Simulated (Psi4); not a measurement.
ClCs, charge -1, doublet, at the geometry of the source list (a state made from the parent by changing its charge; the spin is typed, not shown lowest) (core potentials on Cs) (a gas-phase anion, which may not be bound at this level); PBE/def2-SVPD in Psi4.

Input for Psi4:
```
memory 2 GB

molecule mol {
-1 2
Cs   -0.896400   -0.791600   -0.841800
Cl    0.896400    0.791600    0.841800
}

set {
  basis def2-svpd
  reference uks
  scf_type pk
  puream true
  d_convergence 1e-8
  dft_radial_points 99
  dft_spherical_points 590
}

energy('pbe')
print_variables()
```

What the program printed (banner, timings and long lists left out):

```
   => Loading Basis Set <=

    Name: DEF2-SVPD
    Role: ORBITAL
    Keyword: BASIS

    !!!  WARNING: ECP capability is in beta. Please check occupations closely.  !!!

         ---------------------------------------------------------
                                   SCF
               by Justin Turney, Rob Parrish, Andy Simmonett
                          and Daniel G. A. Smith
                              UKS Reference
         ---------------------------------------------------------

  ==> Geometry <==

    Molecular point group: c2v
    Full point group: C_inf_v

    Geometry (in Angstrom), charge = -1, multiplicity = 2:

       Center              X                  Y                   Z               Mass
    ------------   -----------------  -----------------  -----------------  -----------------
         CS           0.000000000000     0.000000000000    -0.609272115059   132.905451961000
         CL          -0.000000000000     0.000000000000     2.315648916353    34.968852682000

  Running in c2v symmetry.

  Rotational constants: A = ************  B =      0.07118  C =      0.07118 [cm^-1]
  Rotational constants: A = ************  B =   2133.77664  C =   2133.77664 [MHz]
  Nuclear repulsion =   27.680786032505956

  Charge       = -1
  Multiplicity = 2
  Electrons    = 27
  Nalpha       = 14
  Nbeta        = 13

  ==> Algorithm <==

  SCF Algorithm Type is PK.
  DIIS enabled.
  MOM disabled.
  Fractional occupation disabled.
  Guess Type is SAD.
  Energy threshold   = 1.00e-06
  Density threshold  = 1.00e-08
  Integral threshold = 1.00e-12

  ==> Primary Basis <==

  Basis Set: DEF2-SVPD
    Blend: DEF2-SVPD
    Number of shells: 22
    Number of basis functions: 54
    Number of Cartesian functions: 58
    Spherical Harmonics?: true
    Max angular momentum: 2

  Core potential: DEF2-SVPD
    Number of shells: 4
    Number of ECP primitives: 10
    Number of ECP core electrons: 46
    Max angular momentum: 3

  ==> DFT Potential <==

   => LibXC <=

    Version 7.1.2
    S. Lehtola, C. Steigemann, M. J. T. Oliveira, and M. A. L. Marques,  SoftwareX 7, 1–5 (2018) (10.1016/j.softx.2017.11.002)

   => Composite Functional: PBE <=

    PBE GGA Exchange-Correlation Functional

    J.P. Perdew et. al., Phys. Rev. Lett., 77(18), 3865-3868, 1996

    Deriv               =              1
    GGA                 =           TRUE
    Meta                =          FALSE

    Exchange Hybrid     =          FALSE
[...]
   @S^2 Expected:                7.500000000E-01
   @S^2 Observed:                7.500385623E-01
   @S   Expected:                5.000000000E-01
   @S   Observed:                5.000000000E-01

    Orbital Energies [Eh]
    ---------------------

    Alpha Occupied:

[...]
    Alpha Virtual:

[...]
      26A1    20.032960

    Beta Occupied:

[...]
       3B1    -0.072668

    Beta Virtual:

[...]
    Final Occupation by Irrep:
             A1    A2    B1    B2
    DOCC [     7,    0,    3,    3 ]
    SOCC [     1,    0,    0,    0 ]
    NA   [     8,    0,    3,    3 ]
    NB   [     7,    0,    3,    3 ]

  @UKS Final Energy:  -480.13345393044926

   => Energetics <=

    Nuclear Repulsion Energy =             27.6807860325059565
    One-Electron Energy =                -728.8640011564092447
    Two-Electron Energy =                 252.4373246295099307
    DFT Exchange-Correlation Energy =     -31.3875634360558600
    Empirical Dispersion Energy =           0.0000000000000000
    VV10 Nonlocal Energy =                  0.0000000000000000
    Total Energy =                       -480.1334539304492637

  UHF NO Occupations:
  HONO-2 :    3 B2 1.9999946
  HONO-1 :    7 A1 1.9999935
  HONO-0 :    8 A1 1.0000000
  LUNO+0 :    9 A1 0.0000065
  LUNO+1 :    4 B1 0.0000054
  LUNO+2 :    4 B2 0.0000054
  LUNO+3 :   10 A1 0.0000010

Computation Completed

Properties will be evaluated at   0.000000,   0.000000,   0.000000 [a0]

Properties computed using the SCF density matrix

 Multipole Moments:

 ------------------------------------------------------------------------------------
     Multipole            Electronic (a.u.)      Nuclear  (a.u.)        Total (a.u.)
 ------------------------------------------------------------------------------------

 L = 1.  Multiply by 2.5417464519 to convert [e a0] to [Debye]
 Dipole X            :          0.0000000           -0.0000000           -0.0000000
 Dipole Y            :          0.0000000            0.0000000            0.0000000
 Dipole Z            :        -63.5811349           64.0288014            0.4476665
 Magnitude           :                                                    0.4476665

 ------------------------------------------------------------------------------------

  Variable Map:
  ----------------------------------------------------------------------------
[...]
  Array Variable Map:
  ----------------------------------------------------------------------------
[...]
[...]
```
